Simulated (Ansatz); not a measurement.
Pulling on the Si1–I3 bond in FISi (SMILES F[Si]I) (multiplicity 1 held, fragments rigid). Energies count from the point at 2.513 Å.
Geometry at that point (charge 0, multiplicity 1):
```xyz
3

Si     0.72542     1.01949     1.18894
F      1.16093     2.16372     0.14351
I     -0.38876    -0.63672    -0.33843
```

Restricted levels (R-, RO-) in cc, def2 and unpolarised 6-31G sets keep to the state of the molecule at rest. U- levels take the lowest unrestricted solution at each point, which mixes spins at long bonds. Active spaces are followed from a long bond inwards. Levels need not reach the same state.

Correlated levels freeze the cores. Filled d and f shells under p-block atoms count as core.

Run with Ansatz (a quantum-chemistry and plane-wave program) with Gaussian orbitals. Values without a source in brackets are computed. In def2 rows elements past Kr take small-core potentials, without spin–orbit coupling.

What energy at R = 8.043 Å does U-HF/def2-SVP give?

50.0 kcal/mol

Estimate the energy at R = 8.043 Å that R-HF/def2-SVP returns for this input.

117.5 kcal/mol

Predict the energy at R = 8.043 Å from FIC-MRCISD+Q on CASSCF(6,4)/def2-SVP.

67.6 kcal/mol

Doubts at one or more of the structures used: a restricted determinant that unrestricted orbitals would lower (R-HF/def2-SVP); a spin-contaminated determinant (U-HF/def2-SVP); active orbitals that take no part (FIC-MRCISD+Q on CASSCF(6,4)/def2-SVP).
